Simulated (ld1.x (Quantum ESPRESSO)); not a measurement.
## tellurium, TM: configuration errors across variants

```json
{"Element": "Te (Z = 52)", "Generator": "ld1.x (Quantum ESPRESSO) 7.5", "Type": "norm-conserving Troullier–Martins (Kleinman–Bylander form)", "Functional": "BLYP", "Relativity": "scalar-relativistic", "Frozen core": "[Kr] 4d10", "Valence charge": "6", "Reference configuration": "5s2 5p4", "Partial waves": "5s (bound): rc 1.40 bohr; 5p (bound): rc 1.90 bohr; 5d channel at -0.1 Ry: rc 2.05 bohr", "Local potential": "all-electron potential smoothed inside 1.90 bohr (lloc = -1)", "Core correction": "a·sin(br)/r model core inside 1.45 bohr"}
```

All-electron excitation energies from the reference (eV): (1) 5s2 5p3 9.578; (2) 5s2 5p2 27.388; (3) 5s2 5p1 54.248; (4) 5s1 5p4 19.457; (5) 5s2 5p3.5 3.820; (6) 5s0 5p6 18.826; (7) 5s2 5p4.3 -1.421.

A true bound ghost makes a file unfit for plane-wave use even where its test errors are small: the radial tests pick states by their node count and pass the ghost by.

Errors AE − PS in meV (a dash: test not solved or not reliable):

```tsv
change	(1)	(2)	(3)	(4)	(5)	(6)	(7)	bound ghosts
base	+0.3	+4.8	+9.7	-2.7	-0.3	-49	+0.6	s
wave 5p (bound): rc 1.90 bohr becomes 5p (bound): rc 1.46 bohr	+3.2	+19	+44	+9.5	+0.4	+1.2	+0.7	s
wave 5p (bound): rc 1.90 bohr becomes 5p (bound): rc 1.62 bohr	+2.1	+13	+28	+7.8	+0.1	-8.5	+0.7	s
wave 5p (bound): rc 1.90 bohr becomes 5p (bound): rc 1.86 bohr	+0.4	+5.4	+11	-1.7	-0.3	-45	+0.6	s
wave 5p (bound): rc 1.90 bohr becomes 5p (bound): rc 2.06 bohr	+0.1	+4.0	+8.6	-4.4	-0.4	-56	+0.6	s
wave 5p (bound): rc 1.90 bohr becomes 5p (bound): rc 2.26 bohr	+0.1	+4.1	+8.1	-3.5	-0.4	-52	+0.6	s
wave 5p (bound): rc 1.90 bohr becomes 5p (bound): rc 2.46 bohr	+0.3	+4.1	+4.9	-0.2	-0.3	-41	+0.6	s
wave 5p (bound): rc 1.90 bohr becomes 5p (bound): rc 2.70 bohr	+0.5	+2.5	-8.9	+7.5	-0.3	-16	+0.7	none
wave 5p (bound): rc 1.90 bohr becomes 5p (bound): rc 2.88 bohr	+0.5	+0.6	-21	+13	-0.2	-1.0	+0.7	none
```

Problem. Give the same row for: wave 5p (bound): rc 1.90 bohr becomes 5p (bound): rc 1.20 bohr.

Solution. +1.0, +10, +54, -11, -0.1, -72, +0.4; bound ghosts: p, s.
